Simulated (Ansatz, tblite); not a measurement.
Forces on the cluster NbTe2⁺ at its r2SCAN-D4/def2-TZVP geometry. Charge 1, multiplicity 1.

In the def2 sets Nb, Te take a core potential; there is no spin–orbit coupling. The xTB rows come from tblite. This restricted singlet of an open-shell metal (gap down to 0.36 eV) wasn't tested against broken symmetry. The order of the spin states hangs on the level: the triplet lies 0.14 eV below the singlet at PBE0-D4/def2-TZVP, but 0.01 eV above it at revPBE-D4/def2-TZVP. The structure comes from a short search, and lower isomers may exist.

GFN1-xTB (tblite), largest force 3.47 eV/Å:

```xyz
3
positions Å, forces eV/Å
Nb   -0.690    0.362    0.605   -2.431    1.274    2.132
Te   -0.193   -2.007    0.175    0.633   -2.612   -0.549
Te    0.883    1.645   -0.780    1.797    1.338   -1.582
```

GFN2-xTB (tblite), largest force 3.56 eV/Å:

```
Nb -2.491 1.305 2.185
Te 0.623 -2.763 -0.541
Te 1.867 1.458 -1.644
```

revPBE-D4/def2-TZVP (Ansatz), largest force 0.56 eV/Å:

```
Nb -0.390 0.205 0.343
Te 0.107 -0.401 -0.093
Te 0.283 0.197 -0.249
```
